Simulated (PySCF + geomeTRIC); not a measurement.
Species: [Ta(OH)5] (charge 0, multiplicity 1).

Q: Give a relaxed geometry from TPSS-D3(BJ)/def2-SVP (PySCF + geomeTRIC).

A: This is not unique; one that fits is the end point of this relaxation, one of several conformers.
Cartesian coordinates (Å) in one orientation:
```xyz
11

Ta     0.014    -0.131     0.238
O     -1.038     0.963     1.455
H     -1.393     1.860     1.353
O     -0.166     1.444    -0.920
H      0.255     1.401    -1.796
O      1.021    -0.999    -1.131
H      1.496    -1.266    -1.927
O     -1.331    -1.523     0.281
H     -2.118    -1.419     0.844
O      1.441    -0.271     1.538
H      1.343     0.142     2.414
```
